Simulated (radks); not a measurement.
The numbers below are computed, except where a source is named.
Valence configurations of C II (all share [He]). Code: a radial shooting solver on a logarithmic mesh with Libxc functionals. Model: scalar-relativistic Kohn-Sham, r2SCAN, spin-polarised, spherical densities, finite nucleus; open shells are filled with parallel spins first; meta-GGA in the generalised Kohn-Sham scheme; Fermi nuclear charge, rms radius 2.4702 fm. Energies are relative to 2s2 2p1; eigenvalues in eV for spin up.

| valence | E (eV) | moment (Bohr magnetons) | e(2p) | e(2s) |
|---|---|---|---|---|
| 2s2 2p1 | 0.000 | 1 | -17.764 | -27.404 |
| 2s1.5 2p1.5 | 2.916 | 2 | -18.577 | -28.300 |
| 2s1 2p2 | 4.188 | 3 | -19.023 | -28.734 |
| 2s0.5 2p2.5 | 9.019 | 3 | -19.085 | -28.698 |
| 2p3 | 13.802 | 3 | -19.127 | - |

NIST lists [He] 2s2 2p1 as the ground configuration; this level of theory agrees among the configurations tried. The energies are those of spherical high-spin densities, not of single terms.
